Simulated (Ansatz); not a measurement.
C3H4F4O (`FCOCC(F)(F)F`), charge 0, multiplicity 1.

**Question.** Give a relaxed structure at PBE0-D4/def2-TZVP (Ansatz 0.2.0). (An estimate is asked.)

**Answer.** Computed: 
Z-matrix (Å, degrees):
```
C
O 1 1.375
F 1 1.378 2 110.4
H 1 1.095 2 112.6 3 -119.3
H 1 1.090 2 106.9 3 117.5
C 2 1.403 1 115.3 3 72.7
C 6 1.515 2 111.2 1 98.5
H 6 1.093 2 112.4 1 -23.4
H 6 1.091 2 108.4 1 -143.3
F 7 1.338 6 109.7 2 179.0
F 7 1.340 6 111.9 2 -61.6
F 7 1.332 6 112.1 2 59.1
```
This is one stationary point; other conformers may exist.
